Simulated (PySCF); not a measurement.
How methods differ on the ionisation energy of Ga

Ga [Ar] 3d10 4s2 4p1 (2P) → Ga⁺ [Ar] 3d10 4s2 (1S), as a difference of total energies. Computed with PySCF 2.14 in x2c-TZVPall (6s5p4d1f, 48 functions), with the spin-free X2C one-electron Hamiltonian (Gaussian nucleus). Correlated levels: valence: [Ar] 3d10 frozen. The calculations carry no spin-orbit coupling.

```json
{"method": "UHF", "ionisation energy (eV)": "5.516"}
{"method": "TPSS", "ionisation energy (eV)": "5.936"}
{"method": "LDA", "ionisation energy (eV)": "6.018"}
{"method": "MP2 (valence)", "ionisation energy (eV)": "5.721"}
{"method": "SCS-MP2 (valence)", "ionisation energy (eV)": "5.704"}
{"method": "CCSD (valence)", "ionisation energy (eV)": "5.780"}
{"method": "CCSD(T) (valence)", "ionisation energy (eV)": "5.803"}
```

Errors of the correlated levels include the incompleteness of this basis and the frozen core.

Which method comes closest to the reference value, and which is furthest?

The reference is 5.931 eV (measured; NIST levels, between the centres of gravity of the two terms). Closest: TPSS (error 0.005 eV); furthest: UHF (error -0.415 eV).
